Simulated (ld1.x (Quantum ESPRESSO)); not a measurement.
## bismuth, TM: configuration errors across variants

ld1.x (Quantum ESPRESSO) 7.5 input, shortened:

```
&input
   title='Bi', zed=83., rel=1, dft='PBE', iswitch=3,
   config='[Xe] 4f14 5d10 6s2 6p2'
 /
 &inputp
   pseudotype=2, tm=.true., lloc=0,
   nlcc=.true., new_core_ps=.true., rcore=1.40
 /
2
6P  2  1   2.00   0.00  1.90  1.90  0.0
6S  1  0   2.00   0.00  1.40  1.40  0.0
 &test
   configts(1)='6s2 6p2'
 /
```

All-electron excitation energies from the reference (eV): (1) 6s2 6p3 -7.913; (2) 6s2 6p1 15.247; (3) 6s2 6p0 38.590; (4) 6s2 6p2.5 -4.816; (5) 6s0 6p5 12.589; (6) 6s2 6p3.3 -9.006; (7) 6s1 6p3 10.818.

Tests that are not counted but printed errors over 1 eV. “all radii but the core radius scaled by about 0.87 (s 1.22, p 1.66 bohr)”: 6s2 6p3 (solver errors, printed error -97.1 eV); 6s2 6p3.3 (solver errors, printed error -85.0 eV); 2 more.

2 further variants failed, have other tests or too few solved ones, and are left out.

A true bound ghost makes a file unfit for plane-wave use even where its test errors are small: the radial tests pick states by their node count and pass the ghost by. Where a test does run into it, the solver fails or the error is huge.

Errors AE − PS in meV (a dash: test not solved or not reliable):

| change | (1) | (2) | (3) | (4) | (5) | (6) | (7) | bound ghosts |
| --- | --- | --- | --- | --- | --- | --- | --- | --- |
| base | -4.1 | -30 | -151 | -0.5 | -173 | -6.2 | -42 | p, d |
| all radii but the core radius scaled by about 0.87 (s 1.22, p 1.66 bohr) | – | -27 | – | – | -286 | – | +5.6 | p, s (extra level of the local part), d |
| all radii but the core radius scaled by about 0.97 (s 1.36, p 1.84 bohr) | -4.1 | -30 | -146 | -0.5 | -196 | -6.3 | -39 | p, d |
| all radii but the core radius scaled by about 1.17 (s 1.64, p 2.22 bohr) | -4.1 | -32 | -165 | -0.6 | -112 | -6.1 | -38 | d |
| all radii but the core radius scaled by about 1.24 (s 1.74, p 2.36 bohr) | -4.1 | -32 | -166 | -0.6 | -107 | -6.2 | -37 | d |
| all radii but the core radius scaled by about 1.33 (s 1.86, p 2.52 bohr) | -4.1 | -32 | -169 | -0.6 | -96 | -6.1 | -34 | d |
| all radii but the core radius scaled by about 1.37 (s 1.92, p 2.60 bohr) | -4.1 | -33 | -171 | -0.6 | -92 | -6.1 | -33 | d |

(1) Give the same row for: all radii but the core radius scaled by about 1.10 (s 1.54, p 2.08 bohr).

## Answers

(1) -4.1, -32, -162, -0.6, -121, -6.1, -39; bound ghosts: d.
